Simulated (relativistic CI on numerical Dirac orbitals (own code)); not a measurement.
Method of calculation: Dirac-Coulomb-Breit CI, separate exchange-only KLI orbitals for each configuration, model QED, unscaled Slater integrals (own radial code, finite nucleus).

CI space (outside the closed core [Ne]): 3s2.3p6.3d9, 3s2.3p5.3d10, 3s.3p6.3d10, 3s2.3p6.3d8.4s, 3s2.3p6.3d8.4p, 3s2.3p6.3d8.4d, 3s2.3p6.3d8.4f, 3s2.3p6.3d7.4s2, 3s2.3p5.3d9.4s, 3s2.3p4.3d10.4s, 3s2.3p6.3d7.4s.4p, 3s2.3p4.3d10.4p, 3s2.3p5.3d9.4p, 3s2.3p6.3d8.5s, 3s2.3p6.3d7.4p2, 3s2.3p6.3d8.5p, 3s2.3p6.3d7.4s.4d, 3s2.3p4.3d10.4d, 3s.3p5.3d10.4s, 3s2.3p6.3d8.5d, 3s2.3p6.3d7.4p.4d, 3s2.3p5.3d9.4d, 3s.3p6.3d9.4s, 3s.3p5.3d10.4p, 3s2.3p6.3d8.5f, 3s2.3p5.3d8.4s2, 3s2.3p6.3d8.5g, 3s2.3p6.3d7.4d2, 3s2.3p6.3d8.6s, 3s.3p6.3d9.4p, 3s2.3p5.3d8.4s.4p, 3s2.3p6.3d8.6p, 3s2.3p5.3d9.4f, 3s.3p5.3d10.4d, 3p6.3d10.4s, 3s2.3p6.3d8.6d. Levels of other configurations are missing.

At this charge energies of transitions that change n are usually good to better than 1 %, and those within a shell (Δn = 0) to a few per cent.

Outline of the computed level scheme of Ag XXI. Lowest level of each configuration: 3s2.3p6.3d9 2D_5/2 at 0.000 eV; 3s2.3p5.3d10 2P°_3/2 at 203.166 eV; 3s.3p6.3d10 2S_1/2 at 348.648 eV; 3s2.3p6.3d8.4s 4F_9/2 at 370.343 eV; 3s2.3p6.3d8.4p 4D°_7/2 at 409.870 eV.

Some strong electric-dipole decays among the lowest 45 levels: 3s2.3p5.3d10 2P°_1/2 → 3s2.3p6.3d9 2D_3/2 (7.5e+11 s⁻¹); 3s2.3p5.3d10 2P°_3/2 → 3s2.3p6.3d9 2D_5/2 (4.8e+11 s⁻¹); 3s2.3p6.3d8.4p 2F°_7/2 → 3s2.3p6.3d9 2D_5/2 (4.3e+11 s⁻¹); 3s2.3p6.3d8.4p 2D°_5/2 → 3s2.3p6.3d9 2D_5/2 (3.8e+11 s⁻¹); 3s2.3p6.3d8.4p 2F°_5/2 → 3s2.3p6.3d9 2D_5/2 (3.4e+11 s⁻¹); 3s2.3p6.3d8.4p 2D°_5/2 → 3s2.3p6.3d9 2D_5/2 (3.0e+11 s⁻¹); 3s2.3p6.3d8.4p 4D°_3/2 → 3s2.3p6.3d9 2D_5/2 (3.0e+11 s⁻¹); 3s2.3p6.3d8.4p 2D°_5/2 → 3s2.3p6.3d9 2D_5/2 (2.7e+11 s⁻¹).

LS names give the leading component of a level, which can be under half, so a name can repeat, a term be missing and a line seem to break the LS rules.
